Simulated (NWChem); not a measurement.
C₄H₇Al; SMILES C=[CH][AlH][CH]=C

```xyz
12

Al     0.0000     0.0000    -0.3527
H      0.0000     0.0000    -1.9473
C      1.7200     0.0015     0.5607
C      2.8665    -0.0008    -0.1412
H      1.8191     0.0038     1.6560
H      3.8573    -0.0006     0.3327
H      2.8745    -0.0030    -1.2393
C     -1.7200    -0.0015     0.5607
C     -2.8665     0.0008    -0.1412
H     -1.8191    -0.0038     1.6560
H     -3.8573     0.0006     0.3327
H     -2.8745     0.0030    -1.2393
```
Atoms are numbered in this order, from 1.

Coordinates come from a PBE0/def2-SVP optimisation. No frequency run checked for a minimum.

Symmetry labels are those of C2 in the frame above (b1 and b2, or b-type labels, depend on it).

Problem. List the 6 lowest vertical singlet excitations from PBE/def2-SVP, full TDDFT (NWChem).

Solution. 
```tsv
state	energy (eV)	oscillator strength	symmetry	leading excitation (squared amplitude)
S1	4.20	0.000	a	HOMO → LUMO (1.00)
S2	4.42	0.000	b	HOMO−2 → LUMO (0.99)
S3	4.88	0.201	b	HOMO−1 → LUMO (0.90)
S4	4.99	0.001	a	HOMO−3 → LUMO (0.85)
S5	5.76	0.000	b	HOMO → LUMO+1 (0.93)
S6	5.93	0.000	a	HOMO−2 → LUMO+1 (0.99)
```
